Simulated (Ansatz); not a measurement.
Geometry optimisation of `CCC(CC(CC(CC(C)OC)OC)OC)OC`.

```yaml
crystal:
  periodic: [false, false, false]
  atoms:
    - {symbol: C, position_ang: [4.245200, 1.857100, 0.930610]}
    - {symbol: C, position_ang: [3.819830, 0.394070, 0.960220]}
    - {symbol: C, position_ang: [2.437390, 0.155590, 0.333510]}
    - {symbol: C, position_ang: [2.037660, -1.315510, 0.519310]}
    - {symbol: C, position_ang: [0.713340, -1.705170, -0.158810]}
    - {symbol: C, position_ang: [-0.506990, -1.127840, 0.570320]}
    - {symbol: C, position_ang: [-1.669810, -0.826370, -0.379890]}
    - {symbol: C, position_ang: [-2.881540, -0.235070, 0.362410]}
    - {symbol: C, position_ang: [-2.599960, 1.092920, 1.072910]}
    - {symbol: C, position_ang: [-3.908000, 1.697500, 1.594760]}
    - {symbol: O, position_ang: [-1.942720, 1.946340, 0.148400]}
    - {symbol: C, position_ang: [-1.312070, 3.060650, 0.722300]}
    - {symbol: O, position_ang: [-2.024070, -2.038860, -1.020220]}
    - {symbol: C, position_ang: [-2.639250, -1.906520, -2.271660]}
    - {symbol: O, position_ang: [0.584160, -3.117650, -0.165470]}
    - {symbol: C, position_ang: [1.007530, -3.741250, -1.345880]}
    - {symbol: O, position_ang: [2.470450, 0.471370, -1.054030]}
    - {symbol: C, position_ang: [1.642070, 1.534910, -1.447430]}
    - {symbol: H, position_ang: [5.238730, 1.966010, 1.359660]}
    - {symbol: H, position_ang: [4.274300, 2.221430, -0.093120]}
    - {symbol: H, position_ang: [3.553570, 2.471840, 1.503860]}
    - {symbol: H, position_ang: [4.546490, -0.202230, 0.406880]}
    - {symbol: H, position_ang: [3.795840, 0.036560, 1.991490]}
    - {symbol: H, position_ang: [1.703370, 0.804290, 0.829870]}
    - {symbol: H, position_ang: [2.826160, -1.934930, 0.088500]}
    - {symbol: H, position_ang: [1.972850, -1.544130, 1.583550]}
    - {symbol: H, position_ang: [0.735790, -1.335000, -1.192600]}
    - {symbol: H, position_ang: [-0.831180, -1.867140, 1.302390]}
    - {symbol: H, position_ang: [-0.227700, -0.209150, 1.081820]}
    - {symbol: H, position_ang: [-1.338360, -0.095810, -1.134500]}
    - {symbol: H, position_ang: [-3.679030, -0.067590, -0.363290]}
    - {symbol: H, position_ang: [-3.231140, -0.965230, 1.093250]}
    - {symbol: H, position_ang: [-1.929210, 0.918700, 1.931210]}
    - {symbol: H, position_ang: [-4.535310, 1.998670, 0.759040]}
    - {symbol: H, position_ang: [-3.719060, 2.566930, 2.220480]}
    - {symbol: H, position_ang: [-4.439350, 0.957130, 2.186050]}
    - {symbol: H, position_ang: [-0.730950, 3.527950, -0.071740]}
    - {symbol: H, position_ang: [-2.032260, 3.788060, 1.112500]}
    - {symbol: H, position_ang: [-0.640320, 2.760860, 1.538250]}
    - {symbol: H, position_ang: [-2.760830, -2.917950, -2.656810]}
    - {symbol: H, position_ang: [-3.625000, -1.431120, -2.206830]}
    - {symbol: H, position_ang: [-2.019910, -1.325000, -2.967300]}
    - {symbol: H, position_ang: [0.830060, -4.806130, -1.208730]}
    - {symbol: H, position_ang: [2.074820, -3.576080, -1.541610]}
    - {symbol: H, position_ang: [0.430520, -3.388650, -2.209010]}
    - {symbol: H, position_ang: [0.589670, 1.346460, -1.204700]}
    - {symbol: H, position_ang: [1.750510, 1.623450, -2.527890]}
    - {symbol: H, position_ang: [1.943700, 2.481580, -0.982050]}
basis:
  gaussian: {orbitals: def2-SVP, fitting: {mean_field: def2-universal-jkfit}}
hamiltonian: {xc: pbe, dispersion: d4}
scf: {lower_state_search: "off"}
output: {orbitals: {seedname: orbitals}}
relax: {f_tol: 0.03, max_steps: 70}
```

```sh
$ ansatz run in.yaml --threads 2 --pin off --events-out ev --progress --plain --max-ram 22528MiB --backend cuda --devices 0, --max-vram 18GiB
```

It prints (some lines left out):

```
Functional definition: PBE
  name "PBE"
  cite "Perdew, Burke & Ernzerhof, Phys. Rev. Lett. 77, 3865 (1996) doi:10.1103/PhysRevLett.77.3865"
  parent pbe
  parameter kappa = 0.804
  parameter beta = 0.06672455060314922
  exchange = pbe_x(kappa = kappa, mu = beta*pi^2/3)
  correlation = pbe_c(beta = beta)
these checks for a lower state are left out or cut short: stability, starts, cluster_reference, orbital_swaps, neighbouring_geometries, increment
mean field -23147.84086728 eV, -850.6674617026 hartree, gradient 6.2e-6 eV, S^2 0.000000; 0 other end points of the search recorded, 0 dependent functions left out
the calculation of the forces begins
relax step   1: F+E_penalty+E_count = -23149.17180821 eV  Δ(F+E_penalty+E_count) = +0.000e0 eV  max|allowed force component| = 1.169e0 eV/Å  Δτ_max = 0.0000 Å  (18 SCF iters, accepted)
these checks for a lower state are left out or cut short: stability, starts, cluster_reference, orbital_swaps, neighbouring_geometries, increment
mean field -23148.07582274 eV, -850.6760961564 hartree, gradient 3.4e-6 eV, S^2 0.000000; 0 other end points of the search recorded, 0 dependent functions left out
the calculation of the forces begins
relax step   2: F+E_penalty+E_count = -23149.39975244 eV  Δ(F+E_penalty+E_count) = -2.279e-1 eV  max|allowed force component| = 3.191e-1 eV/Å  Δτ_max = 0.0707 Å  (19 SCF iters, accepted)
these checks for a lower state are left out or cut short: stability, starts, cluster_reference, orbital_swaps, neighbouring_geometries, increment
mean field -23148.09856392 eV, -850.6769318795 hartree, gradient 3.5e-6 eV, S^2 0.000000; 0 other end points of the search recorded, 0 dependent functions left out
the calculation of the forces begins
relax step   3: F+E_penalty+E_count = -23149.42776030 eV  Δ(F+E_penalty+E_count) = -2.801e-2 eV  max|allowed force component| = 1.154e-1 eV/Å  Δτ_max = 0.0543 Å  (19 SCF iters, accepted)
these checks for a lower state are left out or cut short: stability, starts, cluster_reference, orbital_swaps, neighbouring_geometries, increment
mean field -23148.10120091 eV, -850.6770287871 hartree, gradient 3.5e-6 eV, S^2 0.000000; 0 other end points of the search recorded, 0 dependent functions left out
the calculation of the forces begins
relax step   4: F+E_penalty+E_count = -23149.43035688 eV  Δ(F+E_penalty+E_count) = -2.597e-3 eV  max|allowed force component| = 4.614e-2 eV/Å  Δτ_max = 0.0213 Å  (20 SCF iters, accepted)
these checks for a lower state are left out or cut short: stability, starts, cluster_reference, orbital_swaps, neighbouring_geometries, increment
mean field -23148.10065241 eV, -850.6770086298 hartree, gradient 3.4e-6 eV, S^2 0.000000; 0 other end points of the search recorded, 0 dependent functions left out
the calculation of the forces begins
relax step   5: F+E_penalty+E_count = -23149.43149154 eV  Δ(F+E_penalty+E_count) = -1.135e-3 eV  max|allowed force component| = 1.991e-2 eV/Å  Δτ_max = 0.0271 Å  (20 SCF iters, accepted)
these checks for a lower state are left out or cut short: stability, starts, cluster_reference, orbital_swaps, neighbouring_geometries, increment
mean field -23148.09968009 eV, -850.6769728977 hartree, gradient 3.3e-6 eV, S^2 0.000000; 0 other end points of the search recorded, 0 dependent functions left out
the calculation of the forces begins
relax step   6: F+E_penalty+E_count = -23149.43213226 eV  Δ(F+E_penalty+E_count) = -6.407e-4 eV  max|allowed force component| = 2.442e-2 eV/Å  Δτ_max = 0.0431 Å  (20 SCF iters, accepted)
these checks for a lower state are left out or cut short: stability, starts, cluster_reference, orbital_swaps, neighbouring_geometries, increment
mean field -23148.09944436 eV, -850.6769642348 hartree, gradient 3.2e-6 eV, S^2 0.000000; 0 other end points of the search recorded, 0 dependent functions left out
the calculation of the forces begins
relax step   7: F+E_penalty+E_count = -23149.43251682 eV  Δ(F+E_penalty+E_count) = -3.846e-4 eV  max|allowed force component| = 1.760e-2 eV/Å  Δτ_max = 0.0464 Å  (20 SCF iters, accepted)
these checks for a lower state are left out or cut short: stability, starts, cluster_reference, orbital_swaps, neighbouring_geometries, increment
mean field -23148.09929167 eV, -850.6769586238 hartree, gradient 3.0e-6 eV, S^2 0.000000; 0 other end points of the search recorded, 0 dependent functions left out
the calculation of the forces begins
relax step   8: F+E_penalty+E_count = -23149.43279738 eV  Δ(F+E_penalty+E_count) = -2.806e-4 eV  max|allowed force component| = 1.909e-2 eV/Å  Δτ_max = 0.0530 Å  (19 SCF iters, accepted)
Total energy: -23149.43286123 eV, -850.7259664012 hartree
Atom 0 at     4.235792     1.907562     0.868546 Å, force    -0.001553    -0.002838     0.001204 eV/Å
Atom 1 at     3.827351     0.439081     0.971651 Å, force    -0.002552     0.001672     0.001292 eV/Å
Atom 2 at     2.446362     0.133043     0.377475 Å, force     0.001055    -0.001020    -0.006601 eV/Å
Atom 3 at     2.081895    -1.349799     0.509909 Å, force     0.001808    -0.002952    -0.001121 eV/Å
Atom 4 at     0.746838    -1.752851    -0.132892 Å, force     0.001664    -0.006425     0.007475 eV/Å
Atom 5 at    -0.481584    -1.142321     0.553535 Å, force    -0.000135    -0.002320    -0.010678 eV/Å
Atom 6 at    -1.628713    -0.841038    -0.408341 Å, force    -0.007485    -0.006491     0.007703 eV/Å
Atom 7 at    -2.857033    -0.229839     0.285527 Å, force    -0.002124     0.004008    -0.001791 eV/Å
Atom 8 at    -2.590357     1.075511     1.038813 Å, force     0.000287     0.001663    -0.008097 eV/Å
Atom 9 at    -3.884245     1.703718     1.561365 Å, force    -0.000985     0.002492     0.003901 eV/Å
Atom 10 at    -1.892404     1.943717     0.140730 Å, force    -0.001169    -0.002542     0.002307 eV/Å
Atom 11 at    -1.282432     3.055865     0.750393 Å, force     0.000443     0.001185    -0.000669 eV/Å
Atom 12 at    -1.969196    -2.055947    -1.075154 Å, force     0.002540     0.002968     0.001657 eV/Å
Atom 13 at    -2.635044    -1.884135    -2.301666 Å, force    -0.001273     0.000894    -0.002330 eV/Å
Atom 14 at     0.619321    -3.174944    -0.089520 Å, force     0.007826     0.003031    -0.019092 eV/Å
Atom 15 at     0.927258    -3.818809    -1.299026 Å, force    -0.001219     0.007702    -0.004592 eV/Å
Atom 16 at     2.425659     0.494600    -1.010764 Å, force    -0.000294     0.002970     0.002401 eV/Å
Atom 17 at     1.571415     1.567721    -1.339307 Å, force     0.001846    -0.000760    -0.001882 eV/Å
Atom 18 at     5.242447     2.080408     1.298980 Å, force     0.002536     0.001146    -0.000273 eV/Å
Atom 19 at     4.263028     2.229974    -0.191493 Å, force     0.000942     0.001592    -0.001695 eV/Å
Atom 20 at     3.524427     2.569107     1.406907 Å, force    -0.000677     0.001022     0.000802 eV/Å
Atom 21 at     4.572444    -0.197149     0.445999 Å, force    -0.000349    -0.000940    -0.002627 eV/Å
Atom 22 at     3.830373     0.108549     2.033162 Å, force     0.001623    -0.000924     0.000944 eV/Å
Atom 23 at     1.688854     0.748029     0.922657 Å, force    -0.001277     0.001520     0.001495 eV/Å
Atom 24 at     2.884492    -1.949500     0.028779 Å, force     0.002056    -0.002347     0.002055 eV/Å
Atom 25 at     2.070275    -1.635951     1.583658 Å, force    -0.000174     0.000903     0.001712 eV/Å
Atom 26 at     0.772879    -1.409524    -1.192918 Å, force     0.001555     0.000616     0.002247 eV/Å
Atom 27 at    -0.818394    -1.852420     1.338651 Å, force     0.000056     0.000179     0.000516 eV/Å
Atom 28 at    -0.205148    -0.196793     1.061822 Å, force     0.001337     0.000578    -0.000860 eV/Å
Atom 29 at    -1.261692    -0.104101    -1.164544 Å, force    -0.000043     0.000859     0.000955 eV/Å
Atom 30 at    -3.643287    -0.035628    -0.475249 Å, force    -0.002531     0.000466     0.001515 eV/Å
Atom 31 at    -3.273022    -0.976342     0.994743 Å, force     0.001500    -0.000409    -0.002033 eV/Å
Atom 32 at    -1.922917     0.862704     1.912919 Å, force    -0.000862    -0.000669     0.001353 eV/Å
Atom 33 at    -4.554922     1.960152     0.715968 Å, force     0.000831     0.000414    -0.001526 eV/Å
Atom 34 at    -3.693648     2.625526     2.146052 Å, force    -0.001165     0.000275     0.002117 eV/Å
Atom 35 at    -4.417187     0.994620     2.225883 Å, force    -0.001550    -0.001001    -0.000307 eV/Å
Atom 36 at    -0.690367     3.578286    -0.026763 Å, force     0.000492    -0.000518     0.000653 eV/Å
Atom 37 at    -2.016039     3.782683     1.172659 Å, force    -0.000718    -0.000300     0.000242 eV/Å
Atom 38 at    -0.589475     2.753020     1.574751 Å, force     0.000383    -0.000619     0.000880 eV/Å
Atom 39 at    -2.761795    -2.887947    -2.753687 Å, force     0.000489     0.001974    -0.000199 eV/Å
Atom 40 at    -3.648252    -1.425617    -2.195983 Å, force     0.002291    -0.001447    -0.000491 eV/Å
Atom 41 at    -2.050175    -1.247162    -3.010763 Å, force    -0.000983    -0.001292     0.001383 eV/Å
Atom 42 at     0.812804    -4.909314    -1.134540 Å, force     0.001931     0.002621    -0.001619 eV/Å
Atom 43 at     1.976272    -3.630662    -1.641001 Å, force    -0.017079    -0.004253     0.006685 eV/Å
Atom 44 at     0.234602    -3.512972    -2.120584 Å, force     0.010528    -0.002030     0.016162 eV/Å
Atom 45 at     0.508697     1.376976    -1.056717 Å, force    -0.000343    -0.000134     0.000001 eV/Å
Atom 46 at     1.619686     1.701820    -2.438758 Å, force     0.000610    -0.000227    -0.000506 eV/Å
Atom 47 at     1.884146     2.528084    -0.861883 Å, force    -0.000089    -0.000290    -0.000669 eV/Å
Dipole moment:    -0.198129     0.496871     0.119457 e Å
Checks for a lower state left out: stability, starts, cluster_reference, orbital_swaps, neighbouring_geometries, increment
```

Run time 24 s (2 threads of AMD EPYC 7R13 on a shared host and a share (18 GiB) of an NVIDIA H100 80GB HBM3), peak host memory 0.89 GiB.

Single mean-field runs in def2-SVP are fitted with def2-universal-jkfit.
